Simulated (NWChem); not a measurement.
Molecule: C$_{2}$H$_{5}$BO$_{3}$; SMILES OC(B(C)O)=O

```xyz
11

C     -1.2031     1.6996    -0.0015
B      0.0691     0.7996    -0.0021
O      1.3201     1.2853    -0.0046
C      0.0582    -0.8250     0.0001
O      1.1028    -1.4427     0.0053
O     -1.1274    -1.4351    -0.0043
H     -0.9681     2.7730    -0.0065
H     -1.8336     1.4649    -0.8760
H     -1.8288     1.4718     0.8783
H      1.9397     0.5337    -0.0034
H     -0.9579    -2.3927    -0.0025
```
Atoms are numbered in this order, from 1.

All runs: NWChem. Pople sets run with spherical d functions. All runs use the structure optimised with PBE0/def2-SVP. B3LYP is NWChem's, with the RPA form of VWN correlation. Atomic charges in e: unrestrained fits to the electrostatic potential beside Mulliken populations; buried atoms are poorly determined by the fit.

For level B3LYP/def2-SVP:

- ESP C1: -0.19
- Mulliken C1: 0.00
- ESP B2: 0.36
- Mulliken B2: -0.17
- ESP O3: -0.56
- Mulliken O3: -0.06
- Mulliken C4: 0.20
- Mulliken O5: -0.28

Estimate the same quantities for level Hartree-Fock/6-31G*.

The ESP C1 is -0.29 and the Mulliken C1 comes out as -0.73. The ESP B2 is 0.57. The Mulliken B2 comes out as 0.68. The ESP O3 is -0.69, the Mulliken O3 is -0.71 and the Mulliken C4 is 0.60. The Mulliken O5 is -0.61.
